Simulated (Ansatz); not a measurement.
System: C6H13S, net charge 0, doublet state. It need not be the lowest isomer of its formula. 
Coordinates optimised at B3LYP-D3(BJ)/def2-TZVP (Ansatz, a first-principles code):
```xyz
20

C     -2.9605     1.0699     1.0152
C     -2.0984     0.2493     0.0618
C     -0.9687    -0.5054     0.7888
C     -0.0940    -1.3091    -0.1138
S      1.0130    -0.6432    -1.2497
C      1.6638     0.8363    -0.4046
C      2.5440     0.5173     0.7954
H     -2.3614     1.8152     1.5446
H     -3.4331     0.4332     1.7671
H     -3.7526     1.5983     0.4815
H     -1.6554     0.8977    -0.6988
H     -2.7168    -0.4731    -0.4779
H     -0.3811     0.2235     1.3568
H     -1.4119    -1.1765     1.5307
H     -0.3742    -2.3260    -0.3570
H      2.2286     1.3555    -1.1798
H      0.8296     1.4820    -0.1290
H      1.9905    -0.0423     1.5494
H      2.9105     1.4393     1.2536
H      3.4025    -0.0848     0.4968
```
Charge 0, spin multiplicity 2.

Parts of the frozen-core correlation energy in STO-3G (Ansatz, hartree). Frozen orbitals: 11; correlated occupied orbitals by spin: 22 and 21; virtual: 19 and 20. UHF or UKS for open shells. Spin-orbit coupling is left out. Non-relativistic.

```json
[
 {"term": "reference (HF)", "value": "-625.16460"},
 {"term": "MP2 opposite-spin", "value": "-0.28389"},
 {"term": "MP2 same-spin", "value": "-0.03564"},
 {"term": "CCSD correlation", "value": "-0.42651"},
 {"term": "(T)", "value": "-0.00315"},
 {"term": "T1 diagnostic", "value": "0.010"},
 {"term": "largest doubles amplitude", "value": "0.043"},
 {"term": "<S^2> of the reference", "value": "0.765"}
]
```
